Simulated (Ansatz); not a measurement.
Reaction (cleavage of the Al–Si bond): `[OH][Al]([Cl])[SiH2]Cl` + H₂S → `[OH][Al]([SH])[Cl]` + `[SiH3]Cl`

Calculated with Ansatz (gas phase, PBE0-D4/def2-TZVP geometries, no zero-point term in ΔE). CCSD(T)/CBS is the MP2 limit (def2-TZVPP, def2-QZVPP) plus CCSD(T) − MP2 in def2-TZVPP, frozen cores. This one scheme is used for every species. DFT in def2-TZVPP. Each species was taken in one conformer, which may not be the lowest.

```json
{"level": "LDA (SPW92)", "ΔE (kcal/mol)": "-22.1", "difference from CCSD(T)/CBS": "3.3"}
{"level": "r2SCAN-D4", "ΔE (kcal/mol)": "-25.6", "difference from CCSD(T)/CBS": "-0.2"}
{"level": "r2SCAN0-D4", "ΔE (kcal/mol)": "-26.0", "difference from CCSD(T)/CBS": "-0.6"}
{"level": "BHLYP-D4", "ΔE (kcal/mol)": "-25.7", "difference from CCSD(T)/CBS": "-0.3"}
{"level": "ωB97M-V", "ΔE (kcal/mol)": "-26.0", "difference from CCSD(T)/CBS": "-0.6"}
{"level": "B2PLYP", "ΔE (kcal/mol)": "-25.9", "difference from CCSD(T)/CBS": "-0.5"}
{"level": "PBE-QIDH", "ΔE (kcal/mol)": "-25.7", "difference from CCSD(T)/CBS": "-0.3"}
{"level": "RPA@PBE/def2-TZVPP", "ΔE (kcal/mol)": "-24.3", "difference from CCSD(T)/CBS": "1.1"}
{"level": "CCSD/def2-SVP", "ΔE (kcal/mol)": "-25.0", "difference from CCSD(T)/CBS": "0.4"}
{"level": "SCS-MP2/def2-TZVPP", "ΔE (kcal/mol)": "-27.1", "difference from CCSD(T)/CBS": "-1.7"}
{"level": "CCSD(T)/CBS", "ΔE (kcal/mol)": "-25.4", "difference from CCSD(T)/CBS": "0"}
```

Largest T1 diagnostic among the species: 0.011.

From PBE to PBE0 (25 % exact exchange), in def2-TZVPP and without D4, ΔE moves by −1.5 kcal/mol. Leaving LDA and LC-ωPBE aside and taking each functional with its dispersion term where it has one, the values, not all of them listed here, spread over 4.2 kcal/mol, from ωB97M-V to PBE-D4.
